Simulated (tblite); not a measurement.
C7H10F (doublet state).
SMILES with atom numbers: `[CH3:1][C@@:2]12[CH2:3][C@@H:4]([CH:5][F:6])[C@@H:7]1[CH2:8]2` (hydrogens: H9, H10, H11 on C1; H12, H13 on C3; H14 on C4; H15 on C5; H16 on C7; H17, H18 on C8)

Computed with GFN2-xTB (tblite), gas phase: L-BFGS steps from a force-field or distance-geometry start until the largest atomic force falls under 0.01 eV/Å.

Step 33: E = -672.2596 eV
```
atom  x, y, z in Å  |  force x, y, z in eV/Å
C1     -1.9249    0.9637   -0.1886   -0.040   0.030   0.011
C2     -0.8309   -0.0562   -0.0812   -0.035   0.041   0.041
C3      0.2361   -0.2240   -1.1566   -0.031   0.011  -0.010
C4      1.3310   -0.3952   -0.0624    0.019  -0.008   0.085
C5      2.3134    0.6836   -0.0457    0.005  -0.030   0.065
F6      3.6008    0.3891    0.2324    0.000  -0.024  -0.006
C7      0.2078   -0.2729    0.9938   -0.041   0.034  -0.004
C8     -0.8564   -1.3033    0.7431   -0.005   0.008   0.009
H9     -2.3793    0.9166   -1.1785   -0.019  -0.028   0.062
H10    -1.5217    1.9675   -0.0489   -0.007  -0.018  -0.038
H11    -2.6993    0.8048    0.5591    0.035  -0.041  -0.003
H12     0.1035   -1.0893   -1.8014    0.007  -0.001  -0.092
H13     0.3799    0.6706   -1.7538    0.051   0.027  -0.066
H14     1.8457   -1.3568   -0.0609    0.024  -0.048  -0.018
H15     2.0830    1.7249    0.0928   -0.022   0.007  -0.027
H16     0.3323    0.2118    1.9480    0.011  -0.004  -0.006
H17    -0.6047   -2.2554    0.2977    0.051   0.013  -0.003
H18    -1.6250   -1.3732    1.4995   -0.002   0.030   0.001
```

Step 34: E = -672.2616 eV
```
atom  x, y, z in Å  |  force x, y, z in eV/Å
C1     -1.9327    0.9591   -0.1921    0.005  -0.007   0.023
C2     -0.8319   -0.0552   -0.0828   -0.012   0.046   0.026
C3      0.2367   -0.2191   -1.1586   -0.068   0.034  -0.027
C4      1.3319   -0.3913   -0.0655   -0.028  -0.030   0.070
C5      2.3204    0.6824   -0.0466   -0.004  -0.067   0.074
F6      3.6025    0.3697    0.2366    0.017   0.004  -0.009
C7      0.2098   -0.2674    0.9912   -0.047   0.039  -0.002
C8     -0.8531   -1.2998    0.7460   -0.012   0.015  -0.007
H9     -2.3950    0.9000   -1.1779   -0.011  -0.026   0.070
H10    -1.5312    1.9655   -0.0650   -0.028  -0.024  -0.033
H11    -2.6986    0.7988    0.5641    0.034  -0.014  -0.011
H12     0.1031   -1.0779   -1.8123    0.017  -0.017  -0.061
H13     0.3797    0.6780   -1.7521    0.048   0.045  -0.059
H14     1.8393   -1.3564   -0.0665    0.047  -0.049  -0.012
H15     2.0959    1.7218    0.1154   -0.013   0.005  -0.033
H16     0.3381    0.2167    1.9450    0.001   0.009  -0.001
H17    -0.6027   -2.2546    0.3053    0.051   0.022  -0.003
H18    -1.6208   -1.3640    1.5043    0.003   0.017  -0.005
```

Problem. Estimate the geometry and energy of step 35. (The exact step hangs on the optimiser's Hessian estimate; all steps are aligned on step 34, rigid shifts and turns removed.)

Solution. E = -672.2631 eV, largest force 0.119 eV/Å
```
atom  x, y, z in Å  |  force x, y, z in eV/Å
C1     -1.9382    0.9561   -0.1942    0.037  -0.034   0.028
C2     -0.8328   -0.0534   -0.0834    0.015   0.033  -0.006
C3      0.2362   -0.2152   -1.1604   -0.060   0.042  -0.035
C4      1.3320   -0.3892   -0.0665   -0.058  -0.045   0.025
C5      2.3249    0.6808   -0.0451   -0.020  -0.091   0.074
F6      3.6036    0.3557    0.2393    0.031   0.024  -0.010
C7      0.2103   -0.2626    0.9895   -0.036   0.030   0.003
C8     -0.8509   -1.2970    0.7481   -0.015   0.021  -0.020
H9     -2.4063    0.8879   -1.1762   -0.013  -0.026   0.056
H10    -1.5382    1.9639   -0.0772   -0.040  -0.014  -0.023
H11    -2.6974    0.7941    0.5675    0.018   0.008   0.002
H12     0.1026   -1.0697   -1.8213    0.021  -0.012  -0.020
H13     0.3809    0.6834   -1.7524    0.037   0.043  -0.035
H14     1.8348   -1.3571   -0.0708    0.049  -0.032  -0.001
H15     2.1043    1.7191    0.1305   -0.003  -0.002  -0.036
H16     0.3424    0.2205    1.9429   -0.008   0.022   0.009
H17    -0.5993   -2.2531    0.3103    0.044   0.029  -0.001
H18    -1.6176   -1.3577    1.5076    0.001   0.004  -0.008
```

The energy changes by -0.0015 eV. The first-order estimate −F·Δx gives -0.0020 eV and the mean of the old and new forces, exact on a quadratic surface, -0.0014 eV. The step makes an angle of 78° with the force vector and moves no atom by more than 0.017 Å.

What follows is the cost of the whole relaxation. Hardware: one thread of an AMD EPYC, shared host with 64 logical CPUs at a one-minute load of 60. Cost: 1.2 s of wall time.
